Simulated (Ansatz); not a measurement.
Results of the Gaussian-basis code of Ansatz.

A structure relaxed at PBE0-D4/def2-TZVP, charge 0, multiplicity 1:

```xyz
12

C    -0.250    0.204   -1.784
Si    0.860    0.735   -0.387
S     1.190   -0.817    1.059
C    -0.416   -0.811    1.870
F    -1.408   -1.365    1.091
H    -0.386    1.022   -2.497
H    -1.228   -0.092   -1.399
H     0.181   -0.650   -2.311
H     2.221    1.081   -0.873
H     0.271    1.896    0.336
H    -0.717    0.208    2.121
H    -0.316   -1.412    2.775
```

(1) Give its formula and SMILES.

(2) Summarise the bond lengths by kind.

## Answers

(1) C2H7FSSi, `C[SiH2]SCF`.

(2) 1 × C–Si 1.862 Å; 5 × C–H 1.091 to 1.093 Å; 1 × S–Si 2.147 Å; 2 × H–Si 1.485 to 1.490 Å; 1 × C–S 1.799 Å; 1 × C–F 1.378 Å.
